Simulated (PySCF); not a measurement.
AlCl, SMILES [Al][Cl] (connectivity only; charge and spin as stated), neutral, multiplicity 1.

The structure is a stationary point at PBE0-D3(BJ)/def2-TZVPD.

Two levels are set side by side: TDA-PBE/def2-TZVPD (PySCF) and TDA-CAM-B3LYP/def2-TZVPD (PySCF). Vertical, same geometry. The lowest singlet is HOMO→LUMO+1 94 % with PBE and HOMO→LUMO+1 96 % with the other functional; states are paired by order. Differences are taken from unrounded values.

```csv
quantity,TDA-CAM-B3LYP,TDA-PBE,TDA-PBE minus TDA-CAM-B3LYP
lowest singlet excitation (eV),4.92,4.75,-0.17
lowest triplet excitation (TDA) (eV),2.93,2.81,-0.12
first bright state (f over 0.05) (eV),4.92,4.75,-0.17
its oscillator strength,0.26,0.22,-0.04
```

A lower first singlet is the usual sign of a functional without exact exchange. Differences between two approximate levels are no errors against the true value.

Rough cost on one machine, each run with all the roots and properties that it gave: TDA-CAM-B3LYP against TDA-PBE about 2 times.
